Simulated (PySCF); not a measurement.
PySCF job for C₂Cl₃, SMILES Cl[C]=C(Cl)Cl, multiplicity 2, SMD-M06-2X/6-31G*. Geometry: B3LYP-D3(BJ)/def2-SVP. The isomer is the one that the SMILES or the coordinates give; other isomers of the formula were not compared.

```python
import numpy as np
from pyscf import gto, scf, dft
from pyscf.solvent import smd

mol = gto.M(
    atom='''
    Cl   -0.35357410    2.34628100    0.00000000
    C    -0.76513522    0.73151409    0.00000000
    C    -0.11523240   -0.41917087    0.00000000
    Cl    1.62864611   -0.52405498    0.00000000
    Cl   -0.96435403   -1.93246480    0.00000000
    ''',
    basis='6-31G*',
    charge=0,
    spin=1,
    max_memory=1600,
    verbose=3,
)
mf = dft.UKS(mol, xc='m06-2x').density_fit(auxbasis='def2-universal-jkfit')
mf.grids.level = 4
mf.conv_tol = 1e-9
mf.max_cycle = 100
mf.kernel()
fine, coarse = mf.grids, dft.Grids(mol).set(level=1).build(with_non0tab=True)
for _ in range(3):  # follow internal instabilities
    mf.grids = coarse
    mo, _, stable, _ = mf.stability(return_status=True, nroots=4)
    mf.grids = fine
    if stable:
        break
    mf.kernel(mf.make_rdm1(mo, mf.mo_occ))
res = {}
for name in ['water', 'chloroform', 'methanol']:
    s = mf.SMD()
    s.with_solvent.solvent, s.with_solvent.sasa_ng = name, 302
    s.kernel(mf.make_rdm1())
    res[name] = (s.e_tot, s.with_solvent.get_cds(), s.dip_moment(), s.mo_energy, s.converged)
    print(f'SMD {name}: dG(solv) = {(s.e_tot - mf.e_tot) * 627.509474:.3f} kcal/mol, of which CDS {res[name][1] * 627.509474:.3f}')
```

It prints:

```

WARN: HOMO -0.202527371520846 >= LUMO -0.202527371520847

converged SCF energy = -1456.54396012596  <S^2> = 0.76658206  2S+1 = 2.0165139
<class 'pyscf.df.df_jk.DFUKS'> wavefunction is stable in the internal stability analysis
converged SCF energy = -1456.53993468351  <S^2> = 0.76662865  2S+1 = 2.0165601
Dipole moment(X, Y, Z, Debye): -0.22794,  1.03541, -0.00000
SMD water: dG(solv) = 2.526 kcal/mol, of which CDS 3.076
converged SCF energy = -1456.54783466813  <S^2> = 0.76660712  2S+1 = 2.0165387
Dipole moment(X, Y, Z, Debye): -0.19923,  0.97696,  0.00000
SMD chloroform: dG(solv) = -2.431 kcal/mol, of which CDS -2.048
converged SCF energy = -1456.54619009376  <S^2> = 0.76662613  2S+1 = 2.0165576
Dipole moment(X, Y, Z, Debye): -0.22487,  1.02965,  0.00000
SMD methanol: dG(solv) = -1.399 kcal/mol, of which CDS -0.866
```

The run converged.
